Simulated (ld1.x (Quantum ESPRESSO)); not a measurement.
# Building the ultrasoft potential for germanium (Ge) (LDA (PZ), scalar-relativistic).

* Element: Ge
* Generator: ld1.x (Quantum ESPRESSO) 7.5
* Type: ultrasoft
* Functional: LDA (PZ)
* Relativity: scalar-relativistic
* Frozen core: [Ar] 3d10
* Valence charge: 4
* Reference configuration: 4s1.75 4p2.25
* Partial waves: 4s (bound): rcut 1.70, rcutus 1.85 bohr; 4s channel at -0.6 Ry: rcut 1.70, rcutus 1.85 bohr; 4p (bound): rcut 1.50, rcutus 1.95 bohr; 4p channel at 0.35 Ry: rcut 1.50, rcutus 1.95 bohr; 4d channel at 0.1 Ry: rcut 1.60, rcutus 1.75 bohr
* Local potential: all-electron potential smoothed inside 1.65 bohr (lloc = -1)
* Core correction: none
* Augmentation charge: PSQ, radius 1.30 bohr

All-electron outer shells of the reference configuration (LDA (PZ), scalar-relativistic, ld1.x):

```csv
shell,level (eV),outermost node (bohr),outermost maximum (bohr)
3p,-115.83,0.23,0.54
3d,-30.00,–,0.50
4s,-12.20,0.77,1.73
4p,-4.23,0.82,2.19
```

(1) Estimate the cutoffs (Ry, on a coarse ladder) from which the occupation-weighted sum of valence levels, in a spherical-Bessel basis at the reference potential, stays within 10 and 1 mRy of its value at 400 Ry.

(2) What does a ghost test show?

(3) Is the overlap operator S = 1 + Σ q|β⟩⟨β| positive definite (Bessel basis up to 400 Ry)?

(4) Tests: 4s2 4p2; 4s2 4p1; 4s2 4p0; 4s2 4p2.3; 4s1 4p0; 4s0 4p4; 4s1 4p3. Which has the largest error in its energy relative to the reference configuration, and how large is it?

Answers

(1) 8 Ry and 12 Ry.

(2) No extra level below or beside the all-electron valence levels (s, p, d, f tested). The logarithmic derivative shows an extra or strongly shifted pseudo pole above the reference energy (d near 2.00 Ry).

(3) Yes: its lowest eigenvalue is 0.38 (s channel).

(4) 4s1 4p0, with +203 meV (all-electron minus pseudo) on +56.59 eV.
